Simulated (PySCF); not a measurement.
PySCF input file for Al(OH)2 (AlH₂O₂), SMILES [OH][Al][OH], multiplicity 2, PBE0/pcH-1. Geometry: PBE0-D3(BJ)/def2-TZVP. The spin state was assumed, not searched. The isomer is the one that the SMILES or the coordinates give; other isomers of the formula were not compared. The values are those of a single conformer.

```python
import numpy as np
from pyscf import gto, scf, dft
from pyscf.prop.hfc import uks as hfc
from pyscf.prop.gtensor import uks as gtensor

mol = gto.M(
    atom='''
    Al    0.00000000    0.00000000   -0.51665683
    O     0.00000000   -1.50671179    0.26790093
    H     0.00000000   -1.64256351    1.21506193
    O     0.00000000    1.50671178    0.26790093
    H     0.00000000    1.64256351    1.21506193
    ''',
    basis='pcH-1',
    charge=0,
    spin=1,
    max_memory=1600,
    verbose=3,
)
mf = dft.UKS(mol, xc='pbe0')
mf.grids.level = 3
mf.conv_tol = 1e-10
mf.max_cycle = 100
mf.kernel()
fine, coarse = mf.grids, dft.Grids(mol).set(level=1).build(with_non0tab=True)
for _ in range(3):  # follow internal instabilities
    mf.grids = coarse
    mo, _, stable, _ = mf.stability(return_status=True, nroots=4)
    mf.grids = fine
    if stable:
        break
    mf.kernel(mf.make_rdm1(mo, mf.mo_occ))
A = hfc.HFC(mf).make_fcdip(mf.make_rdm1())  # Fermi contact and dipolar terms, MHz
print('atom   A(iso)/MHz   principal dipolar parts/MHz')
for i, a in enumerate(A):
    w = np.linalg.eigvalsh((a + a.T) / 2)
    print(f'{mol.atom_symbol(i):2s}{i + 1:3d} {w.mean():12.2f}', (w - w.mean()).round(2))
gt = gtensor.GTensor(mf)
gt.dia_soc2e, gt.para_soc2e, gt.so_eff_charge = None, None, True
gt.max_cycle_cphf = 60
g = gt.kernel()
```

Output:

```

WARN: HOMO -0.187822607576507 >= LUMO -0.187822607576493

converged SCF energy = -393.86728611692  <S^2> = 0.75136475  2S+1 = 2.0013643
<class 'pyscf.dft.uks.UKS'> wavefunction is stable in the internal stability analysis
atom   A(iso)/MHz   principal dipolar parts/MHz
Al  1      1446.66 [-45.15 -39.09  84.24]
O   2      -111.27 [-12.83   4.26   8.56]
H   3        30.45 [-3.3  -1.89  5.19]
O   4      -111.27 [-12.83   4.26   8.56]
H   5        30.45 [-3.3  -1.89  5.19]
SOC(1e)/OZ [-0.00126825 -0.00316453 -0.00073649]
free electron g 2.00231930436182
g-tensor total [2.00105879 1.99916787 2.00155108]
g-shift (ppt) [-1.26051917 -3.15143909 -0.76822233]
```

The run converged.

Cost: around 40 core-seconds (rough).
